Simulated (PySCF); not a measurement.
## Spinor energies of Sn (tin, neutral)

Start: [Kr] 4d10 5s2 5p2; 5p1/2 filled at m_j = -1/2, +1/2. Calculated with PySCF 2.14 in x2c-TZVPall-2c with one added diffuse shell each of s, p, d, f type (9s10p6d3f, 90 functions): generalised Hartree-Fock with the X2C-1e Hamiltonian and a Gaussian nucleus; one run each with spin-orbit coupling (SO) switched off, then screened by Boettger's factors.

| spinor shell | electrons | ε, spin-free (eV) | ε, screened SO (eV) | weight of nominal j (screened SO) | rms radius, screened SO (bohr) |
| --- | --- | --- | --- | --- | --- |
| 1s1/2 | 2 | -29347.1 | -29344.3 | 1.000 | 0.0333 |
| 2s1/2 | 2 | -4523.4 | -4522.5 | 1.000 | 0.136 |
| 2p1/2 | 2 | -4053.6 | -4213.5 | 1.000 | 0.118 |
| 2p3/2 | 4 | -4053.6 | -3980.5 | 1.000 | 0.123 |
| 3s1/2 | 2 | -912.82 | -912.49 | 1.000 | 0.361 |
| 3p1/2 | 2 | -755.52 | -785.57 | 1.000 | 0.354 |
| 3p3/2 | 4 | -755.52 | -741.55 | 1.000 | 0.366 |
| 3d3/2 | 4 | -513.99 | -519.08 | 1.000 | 0.340 |
| 3d5/2 | 6 | -513.99 | -510.20 | 1.000 | 0.343 |
| 4s1/2 | 2 | -160.04 | -159.87 | 1.000 | 0.874 |
| 4p1/2 | 2 | -110.13 | -115.53 | 1.000 | 0.930 |
| 4p3/2 | 4 | -110.13 | -107.46 | 1.000 | 0.960 |
| 4d3/2 | 4 | -35.599 | -36.172 | 0.994 | 1.18 |
| 4d5/2 | 6 | -35.599 | -34.973 | 0.996 | 1.19 |
| 5s1/2 | 2 | -13.840 | -13.773 | 0.999 | 2.66 |
| 5p1/2 | 2 | -7.204 | -7.262 | 0.631 | 3.45 |

```json
{"quantity": "E (hartree)", "spin-free": "-6173.04629", "screened SO": "-6174.51568"}
{"quantity": "M_J", "spin-free": "0", "screened SO": "0"}
{"quantity": "⟨J²⟩", "spin-free": "2.012", "screened SO": "1.369"}
{"quantity": "⟨L²⟩", "spin-free": "2.008", "screened SO": "2.019"}
{"quantity": "⟨S²⟩", "spin-free": "2.004", "screened SO": "1.959"}
```

The determinant has a definite M_J but mixes levels of different J.

Each row is a mean over spinors that exchange with the open shell spreads, by up to 3.362 eV (5s1/2).

Rows whose weight is well below 1 are mixtures of j = l ± 1/2: exchange outweighs spin-orbit coupling there, and the label is only the starting occupation.

Breit and QED terms are absent; they matter most for the inner s and p1/2 levels.

Densities and radii are taken from the X2C orbitals without a picture-change correction, which distorts them close to the nucleus.

Without spin-orbit coupling the j labels of p, d and f shells carry no meaning; the spin-free column gives the mean over the occupied spinors of each nl shell.
